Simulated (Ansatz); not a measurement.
Cost and result for the atomization energy of `C=N[Si](N)(N)F` (12 atoms, 11 bonds).

Z-matrix (Å, degrees):
```
Si
N 1 1.736
N 1 1.694 2 115.9
N 1 1.688 2 105.0 3 121.4
F 1 1.608 2 108.1 3 -115.4
C 2 1.258 1 124.7 3 112.3
H 3 1.006 1 120.9 2 -84.7
H 3 1.006 1 120.7 2 65.6
H 4 1.005 1 121.6 2 21.4
H 4 1.005 1 122.5 2 -178.9
H 6 1.097 2 120.3 1 -178.9
H 6 1.101 2 124.1 1 1.1
```

The species carries charge 0 and has multiplicity 1. The structure was optimised at the PBE0-D4/def2-TZVP level. It is one conformer, not always the lowest. Program: Ansatz. All runs use 4 threads of an Intel Xeon on a shared host. Times are those of one run each, without the atoms' runs, and a repeat can differ threefold. Electronic energies, without spin–orbit coupling; frozen cores. CCSD(T)/CBS adds CCSD(T) − MP2 in def2-TZVPP to the MP2 limit, and its time is that of the two runs behind it. T1 = 0.012. B3LYP takes the VWN-RPA correlation (the form of Gaussian; ORCA's B3LYP/G).

CCSD(T)/CBS is a level of theory with its own doubt, some kJ/mol a heavy atom from the limit and from the frozen cores, so smaller differences don't rank the functionals.

```csv
level,functions,wall time,atomization (kJ/mol),difference from CCSD(T)/CBS,per bond
PBE-D4/def2-TZVPP (with forces),281,2.5 s,4799.4,102.0,9.3
PBE0-D4/def2-TZVPP,281,2.9 s,4676.7,-20.7,-1.9
r2SCAN-D4/def2-TZVPP (with forces),281,4.1 s,4667.7,-29.7,-2.7
B3LYP-D4/def2-TZVPP (with forces),281,4.4 s,4711.5,14.1,1.3
B2PLYP/def2-TZVPP,281,5.5 s,4651.4,-46.0,-4.2
ωB97X-V/def2-TZVPP,281,7 s,4714.7,17.3,1.6
ωB97M-V/def2-TZVPP (with forces),281,10 s,4719.7,22.3,2.0
MP2/def2-QZVPP,535,22 s,4731.9,34.5,3.1
CCSD(T)/def2-TZVPP,281,2.9 min,4534.1,-163.3,-14.8
CCSD(T)/CBS(def2),–,3.3 min,4697.4,0.0,0.0
```

The D4 term adds +42.5 kJ/mol with B3LYP and +22.3 kJ/mol with PBE0; it sums over pairs of atoms, weighted by their polarisabilities, and B3LYP, whose exchange is more repulsive, gets the larger term. In def2-TZVPP, CCSD(T) changes the Hartree–Fock value by +1323.0 kJ/mol (the triples alone add +80.2 kJ/mol) and MP2 by +1422.1 kJ/mol; breaking electron pairs costs correlation energy, which Hartree–Fock lacks. From PBE to PBE0 (25 % exact exchange), in def2-TZVPP and without D4, the atomization energy moves by −118.6 kJ/mol: exact exchange takes away binding that semilocal exchange gives to molecules.
